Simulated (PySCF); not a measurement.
Record of a relaxation.

Species: H2Te3.
Bonds: Te1–Te2, Te2–Te3. Hydrogens: H4 on Te1; H5 on Te3.

Method: PySCF, PBE0-D3(BJ)/def2-SVP geometry optimisation, gas phase, def2 core potentials past Kr; density fitting, grid level 1; the optimiser is geomeTRIC in internal coordinates, started from a GFN2-xTB structure with every atom displaced at random (about 0.03 Å). The frame can shift and turn from step to step; on so coarse a grid that alone can change the energy by a few meV, and forces under 0.02 eV/Å are noise.

Step 0: E = -21914.0497 eV, largest atomic force 1.394 eV/Å
```
atom  x, y, z in Å  |  force x, y, z in eV/Å
Te1     0.033   -0.782    2.019    0.399   0.417  -0.136
Te2    -0.184    1.297    0.209   -0.053  -0.266   0.250
Te3     0.056    0.058   -2.190    1.375   0.217   0.065
H4      1.681   -0.482    2.274   -0.392  -0.152  -0.048
H5     -1.512   -0.201   -2.375   -1.330  -0.216  -0.132
```

Step 1: E = -21914.1011 eV, largest atomic force 0.567 eV/Å
```
atom  x, y, z in Å  |  force x, y, z in eV/Å
Te1     0.025   -0.719    2.025   -0.223  -0.099   0.085
Te2    -0.199    1.308    0.246   -0.028   0.104  -0.102
Te3     0.123    0.091   -2.166   -0.553  -0.097  -0.080
H4      1.660   -0.534    2.201    0.257  -0.013   0.048
H5     -1.535   -0.257   -2.368    0.547   0.105   0.050
```

Step 2: E = -21914.1154 eV, largest atomic force 0.127 eV/Å
```
atom  x, y, z in Å  |  force x, y, z in eV/Å
Te1     0.020   -0.709    2.046    0.026   0.059  -0.028
Te2    -0.214    1.319    0.237    0.011  -0.065   0.004
Te3     0.109    0.098   -2.176   -0.126  -0.004   0.010
H4      1.677   -0.557    2.205   -0.032  -0.015   0.001
H5     -1.517   -0.262   -2.375    0.122   0.025   0.013
```

Step 3: E = -21914.1159 eV, largest atomic force 0.074 eV/Å
```
atom  x, y, z in Å  |  force x, y, z in eV/Å
Te1     0.015   -0.699    2.045   -0.013  -0.022   0.027
Te2    -0.215    1.318    0.238   -0.004   0.037  -0.002
Te3     0.107    0.104   -2.173    0.071   0.005  -0.022
H4      1.672   -0.566    2.194    0.014  -0.005   0.005
H5     -1.504   -0.268   -2.366   -0.068  -0.014  -0.009
```

Step 4: E = -21914.1163 eV, largest atomic force under 0.02 eV/Å
```
atom  x, y, z in Å  |  force x, y, z in eV/Å
Te1     0.015   -0.699    2.049   -0.010   0.006  -0.001
Te2    -0.215    1.320    0.237    0.005  -0.007  -0.005
Te3     0.108    0.106   -2.177    0.006   0.003   0.004
H4      1.673   -0.568    2.199    0.004  -0.003   0.002
H5     -1.507   -0.269   -2.370   -0.006   0.001  -0.001
```

Task: Summarise the path.

Result: The energy falls by 0.0666 eV from step 0 to step 4; nine tenths of that is first reached at step 2. It falls at every step. The largest force goes from 1.394 to under 0.02 eV/Å. Among the bonds Te3–H5 changes most, from 1.600 to 1.669 Å; the atoms move by 0.082 Å rms after alignment.

What follows is the cost of the whole optimisation. Time: 69 s of wall time; peak memory 0.36 GiB. Hardware: one thread of an AMD EPYC, no GPU, shared host with 64 logical CPUs at a one-minute load of 41.
